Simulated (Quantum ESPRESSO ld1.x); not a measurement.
Task: Species: Cd IV. Configuration: [Kr] 4d9. Method: Dirac Kohn-Sham, PBEsol, spin-unpolarised, spherical densities, point nucleus; open shells fill j = l - 1/2 first; computed with ld1.x of Quantum ESPRESSO 7.5. Some entries of the table are withheld. Estimate them.

orbital  occ.  eigenvalue (hartree)  <1/r> (bohr^-1)
1s1/2       2              -975.005            50.63
2s1/2       2                   (1)              (2)
2p1/2       2                   (3)            11.67
2p3/2       4                   (4)            10.93
3s1/2       2              -28.2506            4.103
3p1/2       2              -24.2592            4.010
3p3/2       4              -22.9968            3.830
3d3/2       4              -15.9279              (5)
3d5/2       6              -15.6713              (6)
4s1/2       2              -5.18900            1.588
4p1/2       2              -3.90274              (7)
4p3/2       4              -3.68489              (8)
4d3/2       4              -1.69923            1.120
4d5/2       5              -1.67074            1.106

Result: 
(1) 2s1/2 eigenvalue (hartree): -145.849
(2) 2s1/2 <1/r> (bohr^-1): 11.69
(3) 2p1/2 eigenvalue (hartree): -135.889
(4) 2p3/2 eigenvalue (hartree): -128.822
(5) 3d3/2 <1/r> (bohr^-1): 3.671
(6) 3d5/2 <1/r> (bohr^-1): 3.624
(7) 4p1/2 <1/r> (bohr^-1): 1.470
(8) 4p3/2 <1/r> (bohr^-1): 1.413
